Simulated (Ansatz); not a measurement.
Ansatz (a program for electronic structure) input:

Ansatz 0.2 input:
```yaml
crystal:
  periodic: [false, false, false]
  atoms:
    - {symbol: F, position_ang: [-0.86149333, 1.46472987, 0.01004485]}
    - {symbol: In, position_ang: [0.14042811, -0.23875896, -0.00163737]}
    - {symbol: H, position_ang: [-0.94612004, -1.55482742, 0.00889083]}
    - {symbol: H, position_ang: [1.81858250, 0.07144760, -0.01906358]}
basis:
  gaussian:
    orbitals: def2-TZVPD
hamiltonian:
  xc: {name: SVWN5}
total_charge: 1
magnetization: {spin_polarized: true, initial_magnetization: 1}
```

Question: Which total energy does the run end on?

Answer: -289.86413 Eh (SVWN5/def2-TZVPD). The basis has 114 functions.

This state (charge 1, doublet) is run at the relaxed geometry of the species with charge 0 and multiplicity 1.
